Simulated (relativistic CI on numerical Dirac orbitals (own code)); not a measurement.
Computed by Dirac-Coulomb-Breit CI, KLI orbitals optimised for each configuration, a model potential for QED, unscaled Slater integrals (own radial code, finite nucleus).

CI space (outside the closed core [Ne]): 3s²3p⁶3d³, 3s²3p⁵3d⁴, 3s3p⁶3d⁴, 3s²3p⁶3d²4s, 3s²3p⁶3d²4p, 3s²3p⁶3d²4d, 3s²3p⁵3d³4s, 3s²3p⁶3d²4f, 3s²3p⁵3d³4p, 3s3p⁶3d³4s, 3p⁶3d⁴4p, 3s3p⁶3d³4p, 3s²3p⁶3d4s4p, 3s²3p⁶3d²5s, 3s3p⁶3d³4d, 3s²3p⁶3d²5p, 3s²3p⁶3d4p4d, 3s²3p⁶3d²5f, 3s3p⁶3d²4s4p, 3p⁶3d⁵, 3p⁵3d⁶, 3p⁵3d⁵4s, 3p⁶3d⁴4s, 3p⁵3d⁴4s², 3s²3p⁶3d4s², 3s²3p⁶4s²4p, 3s²3p⁶4s²4d, 3s²3p⁶3d4p², 3s²3p⁶4s4p², 3s²3p⁶4p³, 3s²3p⁶4p²4d, 3s²3p⁵3d4s4p². Double excitations out of closed p, d and f shells are left out; levels of such configurations are missing from the list, as are those of other unlisted configurations, and high levels can miss mixing partners. These lack a partner that the ground configuration has and come out too high: 3s²3p⁵3d³4p.

At this charge energies of transitions that change n are usually good to better than 1 %, and those within a shell (Δn = 0) to a few per cent.

Outline of the computed level scheme of Dy XLVI. Lowest level of each configuration: 3s²3p⁶3d³ ⁴F3/2 at 0.000 eV; 3s²3p⁵3d⁴ ⁴P°3/2 at 244.315 eV.

Some strong electric-dipole decays among the lowest 45 levels: 3s²3p⁵3d⁴ ⁴D°1/2 → 3s²3p⁶3d³ ⁴F3/2 (4.8e+11 s⁻¹); 3s²3p⁵3d⁴ ⁴G°5/2 → 3s²3p⁶3d³ ⁴F3/2 (4.6e+11 s⁻¹); 3s²3p⁵3d⁴ ⁴G°5/2 → 3s²3p⁶3d³ ⁴F3/2 (4.2e+11 s⁻¹); 3s²3p⁵3d⁴ ⁴D°1/2 → 3s²3p⁶3d³ ⁴F3/2 (4.3e+10 s⁻¹); 3s²3p⁵3d⁴ ⁴D°7/2 → 3s²3p⁶3d³ ⁴F5/2 (1.6e+10 s⁻¹); 3s²3p⁵3d⁴ ⁴G°7/2 → 3s²3p⁶3d³ ⁴F5/2 (1.2e+10 s⁻¹); 3s²3p⁵3d⁴ ⁴F°3/2 → 3s²3p⁶3d³ ⁴P3/2 (8.0e+09 s⁻¹); 3s²3p⁵3d⁴ ⁴F°3/2 → 3s²3p⁶3d³ ⁴P1/2 (7.9e+09 s⁻¹).

LS names give the leading component of a level, which can be under half, so a name can repeat, a term be missing and a line seem to break the LS rules.
